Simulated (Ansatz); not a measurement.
Ge(NCS)H3 (CH3GeNS), 7 atoms. Hardware: 4 threads of Intel Xeon on a shared host.

Correlated methods freeze 16 core orbitals; core or outer-core shells of Ge are correlated, in sets that lack core-valence functions.

(1) How many basis functions does each of these Ansatz runs have, and roughly what does it cost? HF/STO-3G, charge 0 singlet, energy; r2SCAN-D4/def2-TZVPD, charge 0 singlet, energy, from earlier orbitals; PBE0-D4/def2-SVP, charge 0 singlet, energy, from earlier orbitals; PBE0-D4/def2-TZVP, charge 0 singlet, energy, from earlier orbitals; BHLYP-D4/def2-TZVP, charge 0 singlet, energy, from earlier orbitals; PBE0-D4/def2-SVP, charge 0 singlet, energy with a search over starts; MP2/def2-TZVP, charge 0 singlet, energy, from earlier orbitals; CCSD(T)/def2-TZVPP, charge 0 singlet, energy, from earlier orbitals; PBE-D4/def2-TZVP, charge 0 singlet, energy, from earlier orbitals; PBE-D4/def2-TZVPD, charge 0 singlet, energy, from earlier orbitals; PBE0-D4/def2-TZVPD, charge 0 singlet, energy, from earlier orbitals; r2SCAN-D4/def2-TZVP, charge 0 singlet, energy and forces, from earlier orbitals.

Answers

(1) Other jobs shared the machine, so times can vary by a factor of up to 3. A dash marks memory too small to be measured apart from the calling script's.

| run | functions | fitting or Cholesky vectors | wall time | peak host memory (GiB) |
| --- | --- | --- | --- | --- |
| HF/STO-3G, charge 0 singlet, energy | 40 | 453 | 0.93 s | – |
| PBE-D4/def2-TZVP, charge 0 singlet, energy, from earlier orbitals | 165 | 1086 | 3.9 s | – |
| PBE0-D4/def2-SVP, charge 0 singlet, energy, from earlier orbitals | 93 | 916 | 4.2 s | – |
| PBE0-D4/def2-SVP, charge 0 singlet, energy with a search over starts | 93 | 916 | 4.8 s | – |
| PBE0-D4/def2-TZVP, charge 0 singlet, energy, from earlier orbitals | 165 | 1139 | 5.5 s | – |
| PBE-D4/def2-TZVPD, charge 0 singlet, energy, from earlier orbitals | 201 | 1172 | 5.5 s | – |
| PBE0-D4/def2-TZVPD, charge 0 singlet, energy, from earlier orbitals | 201 | 1247 | 6.5 s | – |
| BHLYP-D4/def2-TZVP, charge 0 singlet, energy, from earlier orbitals | 165 | 1276 | 6.6 s | – |
| r2SCAN-D4/def2-TZVP, charge 0 singlet, energy and forces, from earlier orbitals | 165 | 1086 | 7.1 s | – |
| r2SCAN-D4/def2-TZVPD, charge 0 singlet, energy, from earlier orbitals | 201 | 1172 | 8 s | – |
| MP2/def2-TZVP, charge 0 singlet, energy, from earlier orbitals | 165 | 1089 | 9.6 s | – |
| CCSD(T)/def2-TZVPP, charge 0 singlet, energy, from earlier orbitals | 194 | 1181 | 89 s | 2.2 |
